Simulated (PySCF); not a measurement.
# Electron correlation in K⁻ (potassium, charge -1)

[Ar] 4s2, closed-shell 1S. Calculation: PySCF 2.14, in x2c-TZVPPall with one added diffuse shell each of s, p, d type (7s5p4d, 42 functions); the spin-free X2C one-electron Hamiltonian (Gaussian nucleus). Frozen: [Ne]; 10 electrons correlated.

```csv
level,correlation energy (mhartree)
CCSD,-190.57
(T),-3.14
CCSD(T),-193.71
```

Diagnostics: T1 = 0.037, D1 = 0.1180, largest double amplitude 0.096.

T1 exceeds 0.03, a sign that the reference determinant is poor.

Cost of the coupled-cluster step: roughly 0.6 core-seconds, for 10 correlated electrons.

Iterations:

```
CC2 = 0
CCSD nocc = 5, nmo = 37
frozen orbitals [0, 1, 2, 3, 4]
max_cycle = 100
direct = 0
conv_tol = 1e-08
conv_tol_normt = 1e-06
diis_space = 8
diis_start_cycle = 0
Init t2, MP2 energy = -601.620125908558  E_corr(MP2) -0.173846574241958
Init E_corr(CCSD) = -0.173846574241998
cycle = 1  E_corr(CCSD) = -0.185210018016597  dE = -0.0113634438  norm(t1,t2) = 0.0783154
cycle = 2  E_corr(CCSD) = -0.188275530367597  dE = -0.00306551235  norm(t1,t2) = 0.0367696
cycle = 3  E_corr(CCSD) = -0.190687982794695  dE = -0.00241245243  norm(t1,t2) = 0.0229812
cycle = 4  E_corr(CCSD) = -0.19063492005853  dE = 5.30627362e-05  norm(t1,t2) = 0.00471014
cycle = 5  E_corr(CCSD) = -0.190521428938738  dE = 0.00011349112  norm(t1,t2) = 0.00274463
cycle = 6  E_corr(CCSD) = -0.19058391797188  dE = -6.24890331e-05  norm(t1,t2) = 0.000781384
cycle = 7  E_corr(CCSD) = -0.190570726701324  dE = 1.31912706e-05  norm(t1,t2) = 0.00022967
cycle = 8  E_corr(CCSD) = -0.190571513583344  dE = -7.86882019e-07  norm(t1,t2) = 0.000104528
cycle = 9  E_corr(CCSD) = -0.190572503730003  dE = -9.9014666e-07  norm(t1,t2) = 3.09636e-05
cycle = 10  E_corr(CCSD) = -0.190572285795891  dE = 2.17934113e-07  norm(t1,t2) = 1.0516e-05
cycle = 11  E_corr(CCSD) = -0.190572392134672  dE = -1.06338781e-07  norm(t1,t2) = 2.6605e-06
cycle = 12  E_corr(CCSD) = -0.190572418904348  dE = -2.67696759e-08  norm(t1,t2) = 8.60866e-07
cycle = 13  E_corr(CCSD) = -0.190572424021246  dE = -5.11689804e-09  norm(t1,t2) = 2.15175e-07
CCSD converged
E(CCSD) = -601.6368517583373  E_corr = -0.1905724240212459
CCSD(T) correction = -0.00314143322294899
```

This basis was not built for core-valence correlation, so the inner-shell part is incomplete.
